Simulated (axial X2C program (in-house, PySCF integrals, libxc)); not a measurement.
AlBr⁻ along the bond: PBE50, with spin–orbit coupling

Calculated with an axial X2C code built on PySCF integrals. Two-component (2c) means X2C with spin–orbit coupling and atomic mean-field two-electron Coulomb and Gaunt terms. Basis: Br dyall-acv3z [9s10p7d5f1g], Al dyall-av3z [9s9p3d2f] (cores contracted in-house); Gaussian nuclei, density fitting, unrestricted open shells. Masses: Br 78.918 u, Al 26.982 u.

State: Ω = 1/2 (⟨Sz⟩ = -0.50, ⟨Lz⟩ = 1.00 at PBE50). Dipoles are positive if Al is the positive end and refer to the centre of mass.

Results along the bond:

```csv
R (Å),μ (D),HOMO (eV),LUMO (eV)
2.159,-7.160,0.70,2.44
2.259,-6.578,0.62,2.47
2.333,-6.138,0.55,2.49
2.408,-5.699,0.48,2.49
2.482,-5.263,0.40,2.49
2.569,-4.762,0.30,2.49
2.656,-4.272,0.21,2.47
2.767,-3.659,0.08,2.45
2.904,-2.940,-0.08,2.41
3.103,-1.957,-0.31,2.33
```

Occupations by symmetry block were frozen at the best pattern of an incomplete PBE0 search. Density functionals use the spin component along the axis (collinear). The highest occupied level is positive at some bond lengths even in Hartree–Fock (under at least one Hamiltonian), so the basis set holds the extra electron there; where that holds at Re the anion is at best weakly bound and its constants depend on the basis. Without a current term, density functionals place determinants with orbital angular momentum somewhat too high. The LUMO of an anion is an unbound level whose energy the basis sets.
